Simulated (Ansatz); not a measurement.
This geometry of GaH3O + H2 (7 atoms, charge 0, multiplicity 1) is a first-order saddle point.

These are results of RKS B3LYP/def2-SVP in Ansatz 0.2.0, not measurements.

```xyz
7
Properties=species:S:1:pos:R:3
Ga 0.055 0.022 0.036
O -0.070 0.241 1.998
H -0.941 0.083 2.391
H 1.502 -0.384 -0.375
H -1.326 -0.303 -0.622
H 0.062 1.831 0.437
H -0.042 1.373 1.310
```

Problem. Which two structures does it join? (They come from a converged band through this point; their orientation in space is the band's.)

Solution. Bonds broken: H6–H7. Bonds formed: Ga1–H6, O2–H7. GaH3O + H2 becomes GaH5O.

Image 0:

```xyz
7
Properties=species:S:1:pos:R:3
Ga -0.109 -0.864 -0.237
O -0.272 0.305 1.121
H -1.115 0.278 1.592
H 1.273 -0.777 -0.956
H -1.330 -1.803 -0.537
H 0.448 3.212 2.239
H 0.344 2.513 1.951
```

Image 10:

```xyz
7
Properties=species:S:1:pos:R:3
Ga 0.080 0.337 -0.222
O -0.107 0.279 1.982
H -1.011 0.035 2.227
H 1.447 -0.428 -0.391
H -1.283 -0.433 -0.468
H 0.065 1.919 -0.326
H 0.049 1.153 2.372
```

Problem. How far does it lie above each of them?

Solution. 0.93 eV above the first and 1.04 eV above the second. This is the barrier of this one path; another mechanism may lie lower. The orbitals stay closed-shell, which can raise the energy where a bond breaks towards radicals; this wasn't checked here.

The run took 4.4 min on 1 thread of Intel(R) Xeon(R) 6975P-C (Granite Rapids), on a shared host, peak memory 0.15 GiB.
